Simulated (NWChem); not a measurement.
System: CH$_{4}$NO cation; SMILES NC=[OH+]

NWChem input:

```
start job
memory heap 200 mb stack 900 mb global 1100 mb
charge 1
geometry units angstroms noautoz
  N      0.180380    -1.106426     0.000000
  C     -0.426284     0.039466     0.000000
  O      0.119315     1.192733     0.000000
  H      1.195959    -1.210116     0.000000
  H     -0.366836    -1.967207     0.000000
  H     -1.524038     0.058903     0.000000
  H      1.093322     1.218584     0.000000
end
basis spherical
  * library sto-3g
end
dft
  xc b3lyp
  iterations 150
  mulliken
end
task dft energy
```

The geometry was optimised at PBE0/def2-SVP. B3LYP is NWChem's, with the RPA form of VWN correlation.

What results follow from this input? (B3LYP/STO-3G.) Quantities: basis functions; energy (Ha); highest occupied level (eV); orbital gap (eV).


| Item | Result |
|---|---|
| number of basis functions | 19 |
| energy (Ha) | -167.99 |
| highest occupied level (eV) | -14.28 |
| orbital gap (eV) | 8.38 |
